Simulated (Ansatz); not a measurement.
Consider the formal exchange of groups at the Se–Si bond: `N[Si](O)(S)[SeH]` + dimethylamine → `CNC[SeH]` + `N[SiH](O)S`.

Program: Ansatz. Geometries: PBE0-D4/def2-TZVP. ΔE: electronic, gas phase. CCSD(T)/CBS is the MP2 limit (def2-TZVPP, def2-QZVPP) plus CCSD(T) − MP2 in def2-TZVPP, frozen cores. DFT in def2-TZVPP. B3LYP here is the variant with VWN-RPA as its local correlation; programs differ in this. For Se outer-core shells are correlated without core-valence functions, which leaves a few kJ/mol of doubt a bond. Scalar relativity is left out up to krypton. One conformer a species, not always the lowest.

| level | ΔE (kJ/mol) | difference from CCSD(T)/CBS |
| --- | --- | --- |
| PBE-D4 | 116.3 | 0.9 |
| r2SCAN-D4 | 119.4 | 4.0 |
| PBE0-D4 | 119.1 | 3.7 |
| B3LYP-D4 | 114.6 | -0.8 |
| ωB97X-V | 112.9 | -2.5 |
| ωB97M-V | 115.3 | -0.1 |
| B2PLYP | 110.8 | -4.6 |
| PBE | 112.6 | -2.8 |
| r2SCAN | 118.6 | 3.2 |
| PBE0 | 115.8 | 0.4 |
| B3LYP | 108.5 | -6.9 |
| HF/def2-TZVPP | 109.3 | -6.1 |
| MP2/def2-TZVPP | 114.6 | -0.8 |
| SCS-MP2/def2-TZVPP | 109.4 | -6.0 |
| CCSD/def2-TZVPP | 109.2 | -6.2 |
| CCSD(T)/def2-TZVPP | 109.6 | -5.8 |
| HF/def2-QZVPP | 108.6 | -6.8 |
| MP2/def2-QZVPP | 117.7 | 2.3 |
| SCS-MP2/def2-QZVPP | 112.2 | -3.2 |
| HF/CBS(def2) | 108.5 | -6.9 |
| MP2/CBS(def2) | 120.4 | 5.0 |
| CCSD/CBS(def2) | 115.0 | -0.4 |
| CCSD(T)/CBS | 115.4 | 0 |

Largest T1 diagnostic among the species: 0.011.

The D4 term adds +6.1 kJ/mol with B3LYP and +3.3 kJ/mol with PBE0; it sums over pairs of atoms, weighted by their polarisabilities, and B3LYP, whose exchange is more repulsive, gets the larger term. From PBE to PBE0 (25 % exact exchange), in def2-TZVPP and without D4, ΔE moves by +3.2 kJ/mol.
